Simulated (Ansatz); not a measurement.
Ansatz (a first-principles code) input (HF/3-21G): The .json file is the Basis Set Exchange's 3-21G.

Ansatz 0.2 input:
```yaml
crystal:
  periodic: [false, false, false]
  atoms:
    - {symbol: C, position_ang: [-2.42152200, 0.20399600, 0.57420000]}
    - {symbol: S, position_ang: [-1.25403600, -0.19187300, -0.76840000]}
    - {symbol: B, position_ang: [0.51694300, -0.01825000, -0.02814900]}
    - {symbol: Cl, position_ang: [0.71423300, -0.49869800, 1.59638300]}
    - {symbol: Cl, position_ang: [1.71004000, 0.51177700, -1.12417800]}
    - {symbol: H, position_ang: [-2.13666900, 1.12600400, 1.07073800]}
    - {symbol: H, position_ang: [-3.40450600, 0.27613900, 0.11372700]}
    - {symbol: H, position_ang: [-2.38909400, -0.64146300, 1.25724500]}
    - {symbol: H, position_ang: [-1.27338200, 0.95420500, -1.47923600]}
basis:
  gaussian:
    orbitals: 3-21G.json
hamiltonian:
  xc: {name: HF}
total_charge: 1
relax: {f_tol: 0.003, max_steps: 120}
```

From the output:

```
integrals: 0.02 GiB planned
836 factors; integrals over basis functions are off by at most 5.6e-4 eV
mean field: 0.21 GiB planned
mean field -37400.67154909 eV, -1374.4493283432 hartree, gradient 8.3e-5 eV, S^2 0.000000; 0 other end points of the search recorded, 0 dependent functions left out
the calculation of the forces begins
reference -37400.67154909 eV, -1374.4493283432 hartree; 32, 32 occupied and 33, 33 virtual orbitals, 836 factors
relax step  12: F+E_penalty+E_count = -37400.67154909 eV  Δ(F+E_penalty+E_count) = -8.251e-6 eV  max|allowed force component| = 3.471e-3 eV/Å  Δτ_max = 0.0021 Å  (32 SCF iters, accepted)
these checks for a lower state are left out or cut short: starts, cluster_reference, orbital_swaps, neighbouring_geometries, increment
integrals: 0.02 GiB planned
836 factors; integrals over basis functions are off by at most 5.6e-4 eV
mean field: 0.21 GiB planned
mean field evaluation 96: about -37400.6716 eV, gradient 8.3e-5 eV
mean field -37400.67155936 eV, -1374.4493287206 hartree, gradient 8.3e-5 eV, S^2 0.000000; 0 other end points of the search recorded, 0 dependent functions left out
the calculation of the forces begins
reference -37400.67155936 eV, -1374.4493287206 hartree; 32, 32 occupied and 33, 33 virtual orbitals, 836 factors
relax step  13: F+E_penalty+E_count = -37400.67155936 eV  Δ(F+E_penalty+E_count) = -1.027e-5 eV  max|allowed force component| = 3.076e-3 eV/Å  Δτ_max = 0.0069 Å  (32 SCF iters, accepted)
these checks for a lower state are left out or cut short: starts, cluster_reference, orbital_swaps, neighbouring_geometries, increment
integrals: 0.02 GiB planned
836 factors; integrals over basis functions are off by at most 5.6e-4 eV
mean field: 0.21 GiB planned
mean field -37400.67155992 eV, -1374.4493287415 hartree, gradient 8.3e-5 eV, S^2 0.000000; 0 other end points of the search recorded, 0 dependent functions left out
the calculation of the forces begins
reference -37400.67155992 eV, -1374.4493287415 hartree; 32, 32 occupied and 33, 33 virtual orbitals, 836 factors
relax step  14: F+E_penalty+E_count = -37400.67155992 eV  Δ(F+E_penalty+E_count) = -5.684e-7 eV  max|allowed force component| = 4.780e-3 eV/Å  Δτ_max = 0.0022 Å  (32 SCF iters, accepted)
these checks for a lower state are left out or cut short: starts, cluster_reference, orbital_swaps, neighbouring_geometries, increment
integrals: 0.02 GiB planned
836 factors; integrals over basis functions are off by at most 5.6e-4 eV
mean field: 0.21 GiB planned
mean field -37400.67156182 eV, -1374.4493288112 hartree, gradient 8.3e-5 eV, S^2 0.000000; 0 other end points of the search recorded, 0 dependent functions left out
the calculation of the forces begins
reference -37400.67156182 eV, -1374.4493288112 hartree; 32, 32 occupied and 33, 33 virtual orbitals, 836 factors
relax step  15: F+E_penalty+E_count = -37400.67156182 eV  Δ(F+E_penalty+E_count) = -1.897e-6 eV  max|allowed force component| = 2.375e-3 eV/Å  Δτ_max = 0.0014 Å  (32 SCF iters, accepted)
integrals: 0.02 GiB planned
836 factors; integrals over basis functions are off by at most 5.6e-4 eV
mean field: 0.21 GiB planned
mean field evaluation 128: about -37400.6716 eV, gradient 1.2e-5 eV
mean field -37400.67156182 eV, -1374.4493288112 hartree, gradient 8.3e-5 eV, S^2 0.000000; 1 other end points of the search recorded, 0 dependent functions left out
the calculation of the forces begins
reference -37400.67156182 eV, -1374.4493288112 hartree; 32, 32 occupied and 33, 33 virtual orbitals, 836 factors
Total energy: -37400.67156182 eV, -1374.4493288112 hartree
Atom 0 at    -2.485226     0.255195     0.627408 Å, force    -0.001736     0.000259     0.000802 eV/Å
Atom 1 at    -1.229073    -0.192568    -0.785465 Å, force     0.002034     0.000182     0.000859 eV/Å
Atom 2 at     0.560663    -0.057295    -0.039765 Å, force     0.000046     0.000623    -0.002375 eV/Å
Atom 3 at     0.778369    -0.762320     1.531257 Å, force     0.000008    -0.000499     0.001110 eV/Å
Atom 4 at     1.777563     0.680001    -1.028000 Å, force    -0.000830    -0.000504     0.000596 eV/Å
Atom 5 at    -2.247211     1.242438     0.981511 Å, force     0.000400    -0.000362    -0.000662 eV/Å
Atom 6 at    -3.451628     0.189180     0.157536 Å, force     0.000241    -0.000098     0.000190 eV/Å
Atom 7 at    -2.341527    -0.511785     1.368928 Å, force     0.000026    -0.000129     0.000104 eV/Å
Atom 8 at    -1.299923     0.878991    -1.601080 Å, force    -0.000191     0.000530    -0.000624 eV/Å
Dipole moment:    -1.296913     0.367104    -0.165865 e Å
```

The dipole moment of an ion depends on the origin.

The geometry given is a B3LYP-D3(BJ)/def2-TZVP minimum.
